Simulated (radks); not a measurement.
Q: Cd2+, configuration [Ar] 3d10 4s1 4p6 4d10 5s1 (not the ground configuration). Method: Dirac Kohn-Sham, PBE, spin-unpolarised, spherical densities, finite nucleus; Fermi nuclear charge, rms radius 4.6087 fm; computed with a radial shooting solver on a logarithmic mesh with Libxc functionals. Some entries of the table are withheld. Estimate them.

orbital,occ.,eigenvalue (hartree),<1/r> (bohr^-1)
1s1/2,2,-975.2476,(1)
2s1/2,2,-145.6291,11.69
2p1/2,2,-135.6501,11.67
2p3/2,4,-128.5760,10.94
3s1/2,2,-27.98478,4.106
3p1/2,2,-23.98424,4.012
3p3/2,4,-22.72038,3.833
3d3/2,4,-15.63953,3.672
3d5/2,6,-15.38270,3.626
4s1/2,1,-4.84855,1.593
4p1/2,2,-3.55552,(2)
4p3/2,4,-3.33590,(3)
4d3/2,4,-1.33828,(4)
4d5/2,6,-1.30945,(5)
5s1/2,1,-0.85599,0.5415

A: 
(1) 1s1/2 <1/r> (bohr^-1): 50.64
(2) 4p1/2 <1/r> (bohr^-1): 1.476
(3) 4p3/2 <1/r> (bohr^-1): 1.419
(4) 4d3/2 <1/r> (bohr^-1): 1.124
(5) 4d5/2 <1/r> (bohr^-1): 1.109
